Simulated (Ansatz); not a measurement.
Abridged output of a molecular run in Ansatz:

```
Functional definition: HF
1730 factors; integrals over basis functions are off by at most 1.1e-3 eV
mean field evaluation 1: about -66366.8279 eV, gradient 2.7e1 eV
mean field evaluation 2: about -66366.8336 eV, gradient 2.7e1 eV
mean field evaluation 4: about -66371.4106 eV, gradient 3.7e0 eV
mean field evaluation 8: about -66371.5779 eV, gradient 2.5e-1 eV
mean field -66371.57970616 eV, -2439.1105659287 hartree, gradient 2.0e-6 eV, S^2 0.764213; 0 other end points of the search recorded, 0 dependent functions left out
17 core orbitals not correlated: weight in the atoms' cores, before any rotation towards them, 1.000 or more for the frozen orbitals, at most 0.000 for the correlated occupied ones
reference -66371.57970616 eV, -2439.1105659287 hartree; 20, 19 occupied and 258, 259 virtual orbitals, 1730 factors
second order -24.91120983 eV of doubles, -0.00000000 eV of singles
cycle   1  -25.38368432 eV  change   -4.7e-1 eV  update   1.2e-1
cycle   2  -26.09796870 eV  change   -7.1e-1 eV  update   3.6e-2
cycle   3  -26.23337852 eV  change   -1.4e-1 eV  update   1.9e-2
cycle   4  -26.22782707 eV  change    5.6e-3 eV  update   6.0e-3
cycle   5  -26.22535271 eV  change    2.5e-3 eV  update   2.8e-3
cycle   6  -26.22496919 eV  change    3.8e-4 eV  update   1.0e-3
cycle   7  -26.22516792 eV  change   -2.0e-4 eV  update   4.2e-4
cycle   8  -26.22527405 eV  change   -1.1e-4 eV  update   2.1e-4
cycle   9  -26.22530517 eV  change   -3.1e-5 eV  update   9.6e-5
cycle  10  -26.22524608 eV  change    5.9e-5 eV  update   4.9e-5
cycle  11  -26.22528640 eV  change   -4.0e-5 eV  update   2.3e-5
perturbative correction -1.14024748 eV, -0.0419033221 hartree
Total energy: -66398.94524004 eV, -2440.1162307498 hartree
Checks for a lower state left out: cluster_reference
```

Its atoms:

```xyz
13

C     0.187    0.075   -1.483
C    -0.308   -0.674   -0.256
C    -1.414    0.070    0.474
Ga    1.256   -0.930    1.022
S     2.100    1.029    1.738
H     0.961   -0.475   -2.025
H     0.598    1.055   -1.221
H    -0.640    0.249   -2.183
H    -0.652   -1.672   -0.540
H    -2.265    0.244   -0.197
H    -1.790   -0.483    1.339
H    -1.078    1.050    0.828
H     3.046    0.463    2.503
```

Question: Which basis set was used?
A. def2-SVP
B. def2-QZVPP
C. def2-TZVPP
D. cc-pV(D+d)Z

Answer: C. It gives 295 functions.

Question: Write the keys of the input that set method, charge and spin (a neutral closed shell needs none for the last two).

Answer: 
```yaml
magnetization: {spin_polarized: true, initial_magnetization: 1}
correlation: {method: ccsd_t}
scf: {omitted_lower_state_checks: [cluster_reference]}
```
